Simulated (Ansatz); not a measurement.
Cartesian coordinates in Å:
```
Si 1.067 0.367 -1.167
N -0.416 -0.145 -0.424
Si -0.785 -0.216 1.231
Cl -2.674 0.494 1.560
Cl -0.750 -2.129 1.963
H 1.750 -0.759 -1.854
H 1.930 0.889 -0.080
H 0.809 1.432 -2.171
H -1.123 -0.516 -1.046
H 0.192 0.584 1.987
```

Total charge 0; spin multiplicity 1.

Problem. List the PBE/def2-TZVPP orbital energies in eV (the Gaussian-basis code of Ansatz). (Best estimate.)

Solution. Ansatz gave: Occupied: -2739.10, -2739.02, -1781.60, -1780.15, -380.69, -249.68, -249.61, -190.37, -190.29, -190.22, -190.21, -190.14, -190.14, -139.12, -137.86, -95.90, -95.86, -95.81, -94.62, -94.58, -94.57, -21.85, -20.80, -20.37, -13.93, -13.66, -11.50, -10.28, -10.21, -9.71, -9.01, -8.67, -8.33, -8.13, -7.89, -7.78, -6.79. Lowest empty: -0.91, -0.50, -0.01, 0.36, 0.79, 0.82, 0.97, 1.14.
